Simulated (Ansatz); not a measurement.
ZnN4O2H14 (relaxed from a model of trans-Zn(OH)2(NH3)4, whose bonding it doesn't keep), 21 atoms. Hardware: 4 threads of Arm Neoverse V2 on a shared host.

Correlated methods freeze 15 core orbitals.

(1) How many basis functions does each of these Ansatz runs have, and roughly what does it cost? r2SCANh-D4/def2-TZVP, charge 0 singlet, energy, from earlier orbitals; PBE-D4/def2-SVP, charge 0 singlet, energy, from earlier orbitals; HF/STO-3G, charge 0 singlet, energy; r2SCAN-D4/def2-TZVP, charge 0 singlet, energy, from earlier orbitals; B3LYP-D4/def2-SVP, charge 0 singlet, relaxation, 45 steps; RPA@PBE/def2-TZVP, charge 0 singlet, energy, from earlier orbitals; MP2/def2-TZVP, charge 0 singlet, energy, from earlier orbitals; PBE0-D4/def2-TZVP, charge 0 singlet, energy, from earlier orbitals; ωB97M-V/def2-TZVP, charge 0 singlet, energy, from earlier orbitals; BLYP-D4/def2-TZVP, charge 0 singlet, energy, from earlier orbitals; PBE0-D4/def2-SVP, charge 0 singlet, energy, from earlier orbitals; PBE-D4/def2-TZVP, charge 0 singlet, energy and forces, from earlier orbitals.

## Answers

(1) Other jobs shared the machine, so times can vary by a factor of up to 3. A dash marks memory too small to be measured apart from the calling script's.

| run | functions | fitting or Cholesky vectors | wall time | peak host memory (GiB) |
| --- | --- | --- | --- | --- |
| HF/STO-3G, charge 0 singlet, energy | 62 | 775 | 0.6 s | – |
| PBE-D4/def2-SVP, charge 0 singlet, energy, from earlier orbitals | 185 | 2144 | 2.5 s | – |
| PBE0-D4/def2-SVP, charge 0 singlet, energy, from earlier orbitals | 185 | 2212 | 3.9 s | 0.78 |
| BLYP-D4/def2-TZVP, charge 0 singlet, energy, from earlier orbitals | 318 | 1998 | 4.1 s | 0.55 |
| PBE-D4/def2-TZVP, charge 0 singlet, energy and forces, from earlier orbitals | 318 | 1998 | 4.9 s | 0.55 |
| r2SCAN-D4/def2-TZVP, charge 0 singlet, energy, from earlier orbitals | 318 | 1998 | 8 s | 0.59 |
| MP2/def2-TZVP, charge 0 singlet, energy, from earlier orbitals | 318 | 2301 | 9 s | 1.1 |
| PBE0-D4/def2-TZVP, charge 0 singlet, energy, from earlier orbitals | 318 | 2079 | 9.5 s | 1.3 |
| r2SCANh-D4/def2-TZVP, charge 0 singlet, energy, from earlier orbitals | 318 | 2013 | 11 s | 1.4 |
| RPA@PBE/def2-TZVP, charge 0 singlet, energy, from earlier orbitals | 318 | 2301 | 13 s | 1.1 |
| ωB97M-V/def2-TZVP, charge 0 singlet, energy, from earlier orbitals | 318 | 2035 | 21 s | 1.4 |
| B3LYP-D4/def2-SVP, charge 0 singlet, relaxation, 45 steps | 185 | 2003 | 3.1 min | 0.64 |
